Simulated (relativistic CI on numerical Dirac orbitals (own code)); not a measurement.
**Co³⁺: K-beta X-ray emission**

Computed with this model: Dirac-Coulomb-Breit CI, separate exchange-only KLI orbitals for each configuration, model QED (radiative potential, 1s self-energy scaled to tabulated hydrogen-like ionisation energies), valence Slater integrals scaled by 0.8, multiplet model of X-ray emission after core ionisation; configurations [Ar] 3d6 → 1s 2s2 2p6 3s2 3p6 3d6 → [Ne] 3s2 3p5 3d6; 300 K; Lorentzian 2.24 eV and Gaussian 1 eV FWHM. Energies are those of the free ion, without screening or charge transfer. S is read from ⟨S²⟩ = S(S + 1).

Field parameters in Wybourne normalisation: Oh B⁴₀ = 21Dq, B⁴₄ = √(5/14) B⁴₀. The field is a parameter set, without covalency.

free ion: ground-state S = 2.00, centroid 7649.31 eV. Peaks (eV, height): 7634.2 (36), 7637.6 (15), 7648.8 (45), 7654.6 (100).

Oh, 10Dq = 11400 cm⁻¹: ground-state S = 2.00, centroid 7648.56 eV. Peaks (eV, height): 7634.0 (39), 7637.0 (21), 7648.4 (35), 7654.8 (100).

Oh, 10Dq = 18650 cm⁻¹: ground-state S = 0.06, centroid 7648.39 eV. Peaks (eV, height): 7633.2 (10), 7640.2 (19), 7644.6 (16), 7652.0 (100).

Oh, 10Dq = 25900 cm⁻¹: ground-state S = 0.02, centroid 7648.56 eV. Peaks (eV, height): 7638.8 (15), 7642.2 (14), 7651.6 (100).

Oh, 10Dq = 33150 cm⁻¹: ground-state S = 0.01, centroid 7648.56 eV. Peaks (eV, height): 7640.4 (13), 7651.4 (100).

Oh, 10Dq = 40400 cm⁻¹: ground-state S = 0.00, centroid 7648.57 eV. Peaks (eV, height): 7638.8 (12), 7651.2 (100).

Strongest unbroadened transitions for Oh, 10Dq = 25900 cm⁻¹:

```
Energy (eV)  Relative strength
    7631.37                2.1
    7637.84                1.7
    7638.02                1.8
    7638.61                2.7
    7639.38                4.2
    7642.11                2.9
    7642.47                2.6
    7642.64                1.7
    7649.85               20.5
    7650.02                1.6
    7650.24                8.9
    7650.55                8.3
    7650.66               17.1
    7651.75              100.0
    7651.77               12.3
    7652.07               12.8
    7652.21                4.0
    7652.98                3.5
```
